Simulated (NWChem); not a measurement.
## Basis-set convergence for CF₂

```xyz
3

F      1.0291     0.0000    -0.1980
C      0.0000     0.0000     0.5940
F     -1.0291     0.0000    -0.1980
```
Charge 0, spin multiplicity 1.

Program: NWChem. All single points use one geometry, from B3LYP/def2-SVP, a minimum by its harmonic frequencies.

Quantity: dipole moment at the level B3LYP.

B3LYP has NWChem's definition, with VWN1-RPA local correlation. The Pople sets run with spherical d functions. The structure started from a generated list of species.

Problem. In cc-pVQZ the value is 0.63 D. Among def2-SVP, 6-31+G*, def2-SVPD, aug-cc-pVDZ, aug-pcseg-1, cc-pVTZ, def2-TZVPP, def2-TZVPD, aug-cc-pVTZ, which is the smallest basis within 0.1 D of it?

Solution. 6-31+G*, with 54 functions against 165 (also within reach: def2-SVPD, aug-cc-pVDZ, aug-pcseg-1, cc-pVTZ, def2-TZVPP, def2-TZVPD, aug-cc-pVTZ). cc-pVQZ isn't the basis-set limit itself, and a small set can land close by cancellation.

```
basis        functions  dipole moment (D)
-----------  ---------  -----------------
def2-SVP            42               0.78
6-31+G*             54               0.58
def2-SVPD           66               0.64
aug-cc-pVDZ         69               0.62
aug-pcseg-1         69               0.61
cc-pVTZ             90               0.67
def2-TZVPP          93               0.66
def2-TZVPD         117               0.61
aug-cc-pVTZ        138               0.61
cc-pVQZ            165               0.63
```
